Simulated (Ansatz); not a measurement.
Isolated molecules relaxed with PBE0-D4/def2-TZVP in Ansatz; ΔE leaves out vibrations. CBS: MP2 limit from def2 TZ/QZ plus the TZ coupled-cluster correction, frozen cores. This one scheme is used for every species. DFT in def2-TZVPP. B3LYP here is the variant with VWN-RPA as its local correlation; programs differ in this. One conformer a species, not always the lowest.

Consider the substitution at a C–C bond: `OC(F)C1C=C1` + `[SiH3]S` → `OC(F)S[SiH3]` + `C1=CC1`.

| level | ΔE (kJ/mol) |
| --- | --- |
| PBE-D4 | 22.3 |
| PBE0-D4 | 28.4 |
| B3LYP-D4 | 27.4 |
| ωB97X-V | 32.1 |
| r2SCAN | 27.1 |
| CCSD(T)/def2-TZVPP | 34.9 |
| MP2/CBS(def2) | 30.7 |
| CCSD/CBS(def2) | 34.9 |

Problem. What does CCSD(T)/CBS give? (An estimate is asked.)

Solution. The calculation gave: +32.1 kJ/mol. The listed levels differ from it by -9.8, -3.7, -4.7, 0.0, -5.0, 2.8, -1.4, 2.8 kJ/mol.

Largest T1 diagnostic among the species: 0.012.

From PBE to PBE0 (25 % exact exchange), in def2-TZVPP and without D4, ΔE moves by +5.9 kJ/mol. In def2-TZVPP, CCSD(T) changes the Hartree–Fock value by −6.4 kJ/mol (the triples alone add −2.8 kJ/mol) and MP2 by −7.8 kJ/mol.
